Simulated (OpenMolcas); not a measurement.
**Dy IV: the spin-orbit constant, worked from levels**

```
Program             : OpenMolcas
Basis               : ANO-R3 [9s8p5d5f3g2h]
Scalar Hamiltonian  : X2C, finite nucleus
Active space        : 9 electrons in 7 orbitals (4f)
State averaging     : 2S+1 = 6 odd, 21 roots; 2S+1 = 4 odd, 224 roots (128 in the spin-orbit step); 2S+1 = 2 odd, 249 roots kept (CI in the orbitals of an earlier block, 143 in the spin-orbit step)
Spin-orbit coupling : RASSI with atomic mean-field integrals over the reference wave functions, term energies averaged over their components
```

Methods: CASSCF; MS-CASPT2, IPEA 0.25 Eh, imaginary shift 0.1 Eh (closed shells correlated: 5s 5p).

**The spin-orbit constant.** For the Hund term ⁶H° of f9, E(J) = (A/2) J(J+1) + constant and ζ = -2S·A = -5A. From J = 5/2 to J = 15/2 the energy changes by 27.5 A.

```json
{"Source": "CASSCF", "E(15/2) - E(5/2)": "-10746.4", "A": "-390.8", "ζ": "1954"}
{"Source": "MS-CASPT2", "E(15/2) - E(5/2)": "-10670.6", "A": "-388.0", "ζ": "1940"}
```

All in cm-1. Both methods take the spin-orbit matrix elements from the reference wave functions, so the second can move ζ only through the term energies and any multistate remixing. Second-order mixing with other terms is absorbed into this ζ.

CASPT2 breaks the degeneracy within a term, and the mean is taken; among the terms shown or strongly mixed into the levels shown the widest spread is 190 cm-1 (4f⁹ ⁶H°, MS-CASPT2). High states are left out of the spin-orbit mixing, which shifts the levels that they would mix with. Without dynamic correlation excited terms often stand tens of per cent too high (terms of higher spin than the ground term too low), and those without a measured partner can miss by more than the paired ones (holds for CASSCF). Blocks of more than 70 roots (2S+1 = 4 odd, 2 odd) ran without multistate coupling (holds for MS-CASPT2). Levels of configurations outside the active space are missing.

° marks odd parity.
